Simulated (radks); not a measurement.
Numerical settings for neutral promethium, [Xe] 4f5 6s2. Calculated with a radial shooting solver on a logarithmic mesh with Libxc functionals: Dirac Kohn-Sham, LDA (Slater exchange, Perdew-Wang correlation), spin-unpolarised, spherical densities, point nucleus; open shells are shared between the two j in proportion to 2j + 1. The defaults (mesh step 0.008 in ln r, mesh end at 40 bohr or more with all orbitals vanishing there, Anderson mixing 0.5 over 9 steps, residual threshold near 1e-9 with the energy settled to 1e-9 hartree or 1e-11 of itself, here a cap of 81 iterations) give E = -10020.0660 hartree and 4f7/2 at -2.139 eV in 14 iterations. Run on one thread of a shared host, so times are rough (Intel(R) Xeon(R) Platinum 8559C): 0.15 s of CPU time, 0.15 s wall, 14 iterations on 2728 mesh points. Changes against that run (0 stands for a change within the tolerance of the run):

| setting | iterations | converged | E (mhartree) | e(4f7/2) (meV) | CPU (s) |
|---|---|---|---|---|---|
| mesh step in ln r 0.08 | 6 | no | diverged | - | 0.03 |
| mesh step in ln r 0.012 | 14 | yes | 0 | 0 | 0.11 |
| mesh step in ln r 0.05 | 14 | yes | +0.097 | -0.0348 | 0.03 |
| mesh end (bohr) 400 | 14 | yes | 0 | 0 | 0.16 |
| mesh end (bohr) 2 | 13 | level above zero | +2.52e+04 | +7.16e+04 | 0.12 |
| residual threshold 0.001 | 10 | yes | 0 | -0.696 | 0.13 |
| residual threshold 0.01 | 10 | yes | 0 | -0.696 | 0.13 |
| mixing 0.05 | 33 | yes | 0 | 0 | 0.36 |
| linear mixing, mixing 1 | 81 | no | +3.47e+05 | +2.15e+03 | 3.4 |
| linear mixing, mixing 0.2 | 81 | no | 0 | 0 | 0.61 |
| mixing history 3 | 17 | yes | 0 | 0 | 0.17 |
| iteration cap 5 | 5 | no | +0.0495 | +81.3 | 0.07 |

Settled on a wrong energy, with an occupied level pushed above zero by the early mesh end: mesh end (bohr) 2 (+25.2 hartree). Apart from these: no run marked as converged misses the energy by more than 1 mhartree. A mesh that ends early acts as a hard wall.
